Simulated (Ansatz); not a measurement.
CH2Si, SMILES `[C]=[SiH2]` (singlet; the order of the spin states depends on the level) (charge 0, multiplicity 1). This singlet lies 0.26 eV above the relaxed triplet at the level frozen-core full CI/6-31g // B3LYP-D3(BJ)/def2-TZVP (Ansatz, a program for electronic structure); other levels give the other order.

Cartesian coordinates (Å):
```xyz
4

C      1.7048    -0.1482     0.0054
Si    -0.0632     0.0041    -0.0002
H     -0.7077     1.3336    -0.0026
H     -0.9339    -1.1895    -0.0026
```
Charge 0, spin multiplicity 1.

Frozen-core energies in 6-31g from Ansatz at a geometry from B3LYP-D3(BJ)/def2-TZVP; the HF reference has <S^2> = 0.00 (restricted, and unstable towards unrestricted orbitals) and the T1 diagnostic is 0.019.

| level | energy (Ha) |
|---|---|
| HF | -327.66774 |
| MP2 | -327.79570 |
| CCSD | -327.82973 |

Q: Estimate the energies of CCSD(T), CCSDT, CCSDT(Q) and full CI, and give each level's error against full CI.

A: 
```json
[
 {"level": "MP2", "energy (Ha)": "-327.79570", "error against full CI (mHa)": "40.80"},
 {"level": "CCSD", "energy (Ha)": "-327.82973", "error against full CI (mHa)": "6.77"},
 {"level": "CCSD(T)", "energy (Ha)": "-327.83493", "error against full CI (mHa)": "1.57"},
 {"level": "CCSDT", "energy (Ha)": "-327.83581", "error against full CI (mHa)": "0.69"},
 {"level": "CCSDT(Q)", "energy (Ha)": "-327.83638", "error against full CI (mHa)": "0.12"},
 {"level": "full CI", "energy (Ha)": "-327.83650", "error against full CI (mHa)": "0.00"}
]
```
